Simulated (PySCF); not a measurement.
Computed IR spectrum (relative IR intensity) of a molecule C₅H₇F. Geometry optimised at PBE-D3(BJ)/def2-SVP. Other conformers were not sampled. Method: PySCF with PBE-D3(BJ)/def2-SVP. No scaling factor is applied to the harmonic values.

Lines under 2 % of the strongest are left out, and lines within 2 cm⁻¹ are merged.

```tsv
ν (cm⁻¹)	relative intensity
235	3.8
359	2.5
563	12
735	46
777	6.2
842	32
864	9.3
963	17
991	28
1005	8.8
1051	45
1107	43
1150	56
1169	11
1270	8.3
1305	15
1318	72
1341	5.3
1413	9.8
1417	18
2956	26
2968	100
2975	34
3063	22
3076	22
3106	18
3142	20
```

Question: Which molecule gave these data?
A. C=C(F)/C=C/C
B. C=C/C(C)=C\F
C. C=C=C(F)CC
D. C[C@@H]1C=C[C@@H]1F

Answer: D, C[C@@H]1C=C[C@@H]1F
